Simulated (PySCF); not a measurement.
A structure optimised at PBE-D3(BJ)/def2-SVP, used in a PySCF frequency run:

```xyz
6

O      0.0730    -1.7632     0.0000
Ge     0.0075    -0.0092     0.0000
F     -0.8127     0.6298    -1.3844
F      1.6258     0.5790     0.0000
F     -0.8127     0.6298     1.3844
H     -0.8253    -2.1482     0.0000
```

Question: Write its SMILES, formula and point group.

Answer: [OH][Ge]([F])([F])[F], F3GeHO, Cs

Question: What are its rotational constants (standard atomic weights)?

Answer: 3.4414, 3.3558, 3.3289 GHz
